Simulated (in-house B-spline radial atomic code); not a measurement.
A fraction x of an electron is removed from 5p in Sb⁺, starting from [Kr] 4d10 5s2 5p2 and keeping the highest spin. Method: scalar-relativistic (X2C) PW91, spin-polarised, spherical fractional occupations, Fermi nucleus of rms radius 4.6802 fm. Calculated with an all-electron radial atomic-structure program (B-spline basis).

```csv
x,E(x) - E(0) (eV),5p up level (eV)
0,0.0000,-12.683
0.19,2.5479,-14.141
0.31,4.3008,-15.075
0.49,7.1414,-16.492
0.5,7.3068,-16.571
0.56,8.3153,-17.048
0.7,10.7803,-18.168
0.87,13.9855,-19.543
0.97,15.9805,-20.357
1,16.5949,-20.603
```

The exact functional would give a straight line between the two integer points. Deviations E(x) - E(0) - x[E(1) - E(0)], in eV: -0.605 at x = 0.19, -0.844 at x = 0.31, -0.99 at x = 0.49, -0.991 at x = 0.5, -0.978 at x = 0.56, -0.836 at x = 0.7, -0.452 at x = 0.87, -0.117 at x = 0.97.

The curve lies below the straight line by up to 0.991 eV (at x = 0.5): convex, the delocalisation error that favours fractional charges.

Question: How well does Slater's transition state (minus the level at half occupation) give the ionisation energy?

Answer: It gives 16.571 eV against 16.595 eV from the two total energies; NIST lists 16.63 eV, ground level to ground level.
